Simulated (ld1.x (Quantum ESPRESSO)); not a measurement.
**u(r) = r·R(r): atom against pseudo-atom (Sb (Z = 51))**

Columns: radius, all-electron u(r) and pseudo u(r) of the 4d shell (level -33.51 eV) of antimony in the configuration [Kr] 4d10 5s2 5p3; PBE, scalar-relativistic, TM semilocal scheme, ld1.x (Quantum ESPRESSO) 7.5.

```json
{"r (bohr)": "0.093", "all-electron": "0.2920", "pseudo": "-0.0082"}
{"r (bohr)": "0.185", "all-electron": "0.5686", "pseudo": "-0.0601"}
{"r (bohr)": "0.278", "all-electron": "0.4109", "pseudo": "-0.1822"}
{"r (bohr)": "0.370", "all-electron": "0.0266", "pseudo": "-0.3669"}
{"r (bohr)": "0.463", "all-electron": "-0.3807", "pseudo": "-0.5859"}
{"r (bohr)": "0.555", "all-electron": "-0.7024", "pseudo": "-0.7907"}
{"r (bohr)": "0.648", "all-electron": "-0.9193", "pseudo": "-0.9496"}
{"r (bohr)": "0.740", "all-electron": "-1.0348", "pseudo": "-1.0429"}
{"r (bohr)": "0.833", "all-electron": "-1.0738", "pseudo": "-1.0752"}
{"r (bohr)": "0.925", "all-electron": "-1.0585", "pseudo": "-1.0586"}
{"r (bohr)": "1.018", "all-electron": "-1.0083", "pseudo": "-1.0083"}
{"r (bohr)": "1.110", "all-electron": "-0.9389", "pseudo": "-0.9389"}
{"r (bohr)": "1.203", "all-electron": "-0.8590", "pseudo": "-0.8590"}
{"r (bohr)": "1.295", "all-electron": "-0.7772", "pseudo": "-0.7772"}
{"r (bohr)": "1.388", "all-electron": "-0.6961", "pseudo": "-0.6961"}
{"r (bohr)": "1.480", "all-electron": "-0.6198", "pseudo": "-0.6198"}
{"r (bohr)": "1.573", "all-electron": "-0.5484", "pseudo": "-0.5484"}
{"r (bohr)": "1.665", "all-electron": "-0.4839", "pseudo": "-0.4839"}
{"r (bohr)": "1.758", "all-electron": "-0.4250", "pseudo": "-0.4250"}
{"r (bohr)": "1.850", "all-electron": "-0.3729", "pseudo": "-0.3729"}
{"r (bohr)": "1.943", "all-electron": "-0.3261", "pseudo": "-0.3261"}
{"r (bohr)": "2.035", "all-electron": "-0.2851", "pseudo": "-0.2851"}
{"r (bohr)": "2.128", "all-electron": "-0.2485", "pseudo": "-0.2485"}
{"r (bohr)": "2.220", "all-electron": "-0.2167", "pseudo": "-0.2167"}
{"r (bohr)": "2.313", "all-electron": "-0.1885", "pseudo": "-0.1885"}
{"r (bohr)": "2.405", "all-electron": "-0.1640", "pseudo": "-0.1640"}
```

Question: How many radial nodes do the two functions have?

Answer: The all-electron 4d function has n − l − 1 = 1; the pseudo-wave has 0, since the states of the same l below it are removed with the core.

Question: At about which radius was the pseudo-wave matched?

Answer: 1.05 bohr. The columns agree to 0.0005 from 0.93 bohr on; several derivatives are matched, so the curves merge somewhat inside the radius.

Question: Is the pseudo-wave norm-conserving?

Answer: Yes: the TM semilocal scheme keeps the norm inside the radius equal to the all-electron one, which fixes the energy derivative of the logarithmic derivative at the level.
